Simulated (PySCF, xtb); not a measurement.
C4H7FO, SMILES C[C@@]1(O)C[C@H]1F. The values are those of a single conformer.

Harmonic wavenumbers (cm⁻¹) from GFN2-xTB in xtb 6.7.1 at its own minimum, in rising order: 158, 197, 242, 271, 376, 393, 448, 496, 753, 833, 904, 920, 991, 1010, 1042, 1074, 1091, 1144, 1212, 1240, 1283, 1380, 1405, 1455, 1476, 1487, 3007, 3035, 3062, 3065, 3097, 3120, 3519.

**Question.** What does B3LYP-D3(BJ)/def2-SVP run with PySCF give at its own minimum? (The exact figures need the calculation; the answer reports its results.)

**Answer.** 200, 212, 256, 322, 387, 414, 467, 522, 721, 832, 901, 910, 978, 1010, 1053, 1086, 1102, 1180, 1245, 1300, 1338, 1387, 1406, 1456, 1457, 1512, 3028, 3106, 3124, 3144, 3167, 3228, 3790. Paired by order, the mean absolute difference is 37 cm⁻¹ and the zero-point energies are 64.6 and 66.1 kcal/mol.
